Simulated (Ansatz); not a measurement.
GaH2I (SMILES [GaH2][I]) moved off its minimum; all values from Ansatz (a first-principles code), cores frozen in correlated methods. Elements past Kr take the def2 small-core potentials, without spin–orbit coupling.
(charge 0, multiplicity 1)
```xyz
4

Ga    -0.85335    -1.26687     0.21376
H     -0.28208    -2.37793     1.33505
H     -2.16458    -1.45871    -0.69188
I      0.49699     0.80762    -0.12660
```

Forces at HF/def2-TZVPP (eV/Å):

| atom | Fx | Fy | Fz |
|---|---|---|---|
| Ga1 | -0.063 | -1.200 | 0.567 |
| H2 | -0.506 | 0.967 | -0.937 |
| H3 | 0.486 | 0.085 | 0.375 |
| I4 | 0.083 | 0.148 | -0.006 |

**Question.** Give the forces (eV/Å), the total energy and the dipole at CCSD(T)/def2-TZVPPD.

**Answer.** 
```tsv
atom	Fx	Fy	Fz
Ga1	0.035	-1.004	0.540
H2	-0.401	0.796	-0.757
H3	0.288	0.068	0.225
I4	0.079	0.140	-0.007
```
Energy -2221.3725 hartree, dipole 1.18 D.
